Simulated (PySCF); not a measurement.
PySCF 2.14 output of an unrestricted revPBE calculation on a single atom or ion in ANO-RCC-VTZP, with scalar relativity by spin-free X2C-1e:

```
SCF conv_tol = 1e-09
number electrons alpha = 40  beta = 36
    Y. Zhang and W. Yang.,  Phys. Rev. Lett. 80, 890 (1998)
    J. P. Perdew, K. Burke, and M. Ernzerhof.,  Phys. Rev. Lett. 77, 3865 (1996)
    J. P. Perdew, K. Burke, and M. Ernzerhof.,  Phys. Rev. Lett. 78, 1396 (1997)
cycle= 1 E= -17255.3851977647  delta_E= -0.0194  |g|= 0.376  |ddm|= 0.226
cycle= 2 E= -17255.3596812356  delta_E= 0.0255  |g|= 0.639  |ddm|= 0.226
cycle= 3 E= -17255.396425274  delta_E= -0.0367  |g|= 0.0189  |ddm|= 0.158
cycle= 4 E= -17255.3965143008  delta_E= -8.9e-05  |g|= 0.00346  |ddm|= 0.0133
cycle= 5 E= -17255.3965196454  delta_E= -5.34e-06  |g|= 0.000413  |ddm|= 0.00327
cycle= 6 E= -17255.3965197265  delta_E= -8.11e-08  |g|= 1.19e-05  |ddm|= 0.00038
cycle= 7 E= -17255.3965197266  delta_E= -7.64e-11  |g|= 3.73e-06  |ddm|= 3.71e-05
converged SCF energy = -17255.3965197266  <S^2> = 6.0012207  2S+1 = 5.0004883
```

The run itself started from symmetry-adapted Hartree-Fock orbitals and held the occupation by maximum overlap, on a logarithmic radial grid, so the iterations belong to that start.

Question: Which element, charge and spin multiplicity is this?

Answer: Os (osmium, neutral), multiplicity 5; the state was [Xe] 4f14 5d7 6s1, high-spin 5F determinant (an excited configuration).

Spin-orbit coupling, absent here, splits the open shell strongly.
